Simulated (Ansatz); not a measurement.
Cost and result for the atomization energy of `C=C[Si](N)(F)OC` (15 atoms, 14 bonds).

```xyz
15

C     2.0076    0.9022    0.0542
C     1.2902    0.2408    0.9598
Si   -0.5491    0.0899    0.8801
N    -1.1824    1.4047    0.0091
F    -1.0784   -0.0157    2.3815
O    -1.0786   -1.2965    0.2051
C    -0.7681   -1.7045   -1.1072
H     1.5355    1.4130   -0.7805
H     3.0913    0.9646    0.1051
H     1.8193   -0.2551    1.7720
H    -0.8775    2.3444    0.2040
H    -2.1394    1.3882   -0.3053
H     0.3120   -1.8274   -1.2422
H    -1.2531   -2.6652   -1.2875
H    -1.1292   -0.9834   -1.8482
```

Total charge 0; spin multiplicity 1. All single points use the PBE0-D4/def2-TZVP geometry. It is one conformer, not always the lowest. Program: Ansatz. All runs use 2 threads of an AMD EPYC 7R13 on a shared host and a share of an NVIDIA H100 80 GB. Times are those of one run each, without the atoms' runs, and a repeat can differ threefold. Electronic energies, without spin–orbit coupling; frozen cores. CCSD(T)/CBS adds CCSD(T) − MP2 in def2-TZVPP to the MP2 limit, and its time is that of the two runs behind it. T1 = 0.011. B3LYP takes the VWN-RPA correlation (the form of Gaussian; ORCA's B3LYP/G).

CCSD(T)/CBS is a level of theory with its own doubt, some kJ/mol a heavy atom from the limit and from the frozen cores, so smaller differences don't rank the functionals.

```json
{"level": "r2SCAN-D4/def2-TZVPP (with forces)", "functions": "340", "wall time": "2.9 s"}
{"level": "PBE-D4/def2-TZVPP (with forces)", "functions": "340", "wall time": "3.1 s"}
{"level": "PBE0-D4/def2-TZVPP", "functions": "340", "wall time": "3.3 s"}
{"level": "B3LYP-D4/def2-TZVPP (with forces)", "functions": "340", "wall time": "4.5 s"}
{"level": "B2PLYP/def2-TZVPP", "functions": "340", "wall time": "4.5 s"}
{"level": "ωB97X-V/def2-TZVPP", "functions": "340", "wall time": "5.5 s"}
{"level": "MP2/def2-QZVPP", "functions": "652", "wall time": "6 s"}
{"level": "ωB97M-V/def2-TZVPP (with forces)", "functions": "340", "wall time": "9 s"}
{"level": "CCSD(T)/def2-TZVPP", "functions": "340", "wall time": "16 s"}
{"level": "CCSD(T)/CBS(def2)", "functions": "–", "wall time": "22 s"}
```

Question: What atomization energy does each give, and how far from CCSD(T)/CBS? (An estimate is asked.)

Answer: The calculation gave: 
```csv
level,atomization (kJ/mol),difference from CCSD(T)/CBS,per bond
r2SCAN-D4/def2-TZVPP (with forces),6109.6,-8.1,-0.6
PBE-D4/def2-TZVPP (with forces),6222.2,104.5,7.5
PBE0-D4/def2-TZVPP,6103.6,-14.1,-1.0
B3LYP-D4/def2-TZVPP (with forces),6110.2,-7.5,-0.5
B2PLYP/def2-TZVPP,6049.7,-68.0,-4.9
ωB97X-V/def2-TZVPP,6119.0,1.3,0.1
MP2/def2-QZVPP,6170.2,52.5,3.8
ωB97M-V/def2-TZVPP (with forces),6129.7,12.0,0.9
CCSD(T)/def2-TZVPP,5949.1,-168.6,-12.0
CCSD(T)/CBS(def2),6117.7,0.0,0.0
```

The D4 term adds +55.5 kJ/mol with B3LYP and +29.7 kJ/mol with PBE0; it sums over pairs of atoms, weighted by their polarisabilities, and B3LYP, whose exchange is more repulsive, gets the larger term. In def2-TZVPP, CCSD(T) changes the Hartree–Fock value by +1504.1 kJ/mol (the triples alone add +90.2 kJ/mol) and MP2 by +1624.1 kJ/mol; breaking electron pairs costs correlation energy, which Hartree–Fock lacks. From PBE to PBE0 (25 % exact exchange), in def2-TZVPP and without D4, the atomization energy moves by −113.5 kJ/mol: exact exchange takes away binding that semilocal exchange gives to molecules.
